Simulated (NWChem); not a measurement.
System: TeCl$_{2}$; SMILES Cl[Te]Cl

All runs: NWChem. Geometry: optimised at PBE0/def2-SVP. def2 effective core potentials on Te; no spin-orbit coupling. Level SCAN/def2-SVP: energy and gradient on several grids; changes count from the extra-fine grid, which is no exact limit either.

| grid | size of the energy change (μHa) | largest change of a gradient component (μHa/bohr) |
|---|---|---|
| xcoarse | 10000 | 200 |
| coarse | 3000 | 50 |
| medium | 3000 | < 30 |
| fine | 90 | < 30 |
| xfine | < 10 | < 30 |
